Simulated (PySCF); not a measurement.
```xyz
12

S      2.7461    -0.2897     0.2015
C      1.0003    -0.2219     0.1031
C      0.2053    -1.2836     0.3366
Si    -1.5392    -0.7074     0.1087
C     -1.0068     1.0320    -0.3098
C      0.3294     1.0537    -0.2532
H      2.9780     0.9932    -0.1145
H      0.5951    -2.2571     0.6028
H     -2.2727    -1.3803    -0.9980
H     -2.3812    -0.7862     1.3336
H     -1.5865     1.9108    -0.5607
H      0.9321     1.9367    -0.4501
```

Charge 0, multiplicity 1.

Task: Give the Mulliken and meta-Löwdin atomic charges from PBE0-D3(BJ)/def2-TZVP run with PySCF.

Result: 
```tsv
atom	Mulliken (e)	meta-Löwdin (e)
S1	-0.16	0.01
C2	0.13	-0.06
C3	-0.31	-0.42
Si4	0.28	0.63
C5	-0.26	-0.36
C6	-0.17	-0.11
H7	0.15	0.10
H8	0.13	0.13
H9	-0.02	-0.09
H10	-0.02	-0.09
H11	0.13	0.14
H12	0.12	0.12
```
